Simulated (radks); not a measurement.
The numbers below are computed, except where a source is named.
Q: All-electron atom: Cu IV in [Ar] 3d6 4p2 (not the ground configuration). Level of theory: non-relativistic Kohn-Sham, SCAN, spin-polarised, spherical densities, point nucleus; open shells are filled with parallel spins first; meta-GGA in the generalised Kohn-Sham scheme (a radial shooting solver on a logarithmic mesh with Libxc functionals). Some entries of the table are withheld. Estimate them.

| orbital | occ. | eigenvalue (hartree) | <r^2> (bohr^2) |
|---|---|---|---|
| 1s up | 1 | -325.0035 | 0.003754 |
| 1s down | 1 | -324.9958 | 0.003754 |
| 2s up | 1 | -41.37329 | 0.06709 |
| 2s down | 1 | -41.21194 | 0.06672 |
| 2p up | 3 | -36.51405 | 0.05306 |
| 2p down | 3 | -36.39193 | 0.05270 |
| 3s up | 1 | -6.81972 | 0.5609 |
| 3s down | 1 | -6.54805 | 0.5691 |
| 3p up | 3 | -5.26719 | 0.6013 |
| 3p down | 3 | -4.99193 | 0.6121 |
| 3d up | 5 | (1) | 0.7289 |
| 3d down | 1 | (2) | 0.7587 |
| 4p up | 2 | -1.21409 | 5.222 |

A: 
(1) 3d up eigenvalue (hartree): -2.65876
(2) 3d down eigenvalue (hartree): -2.36873
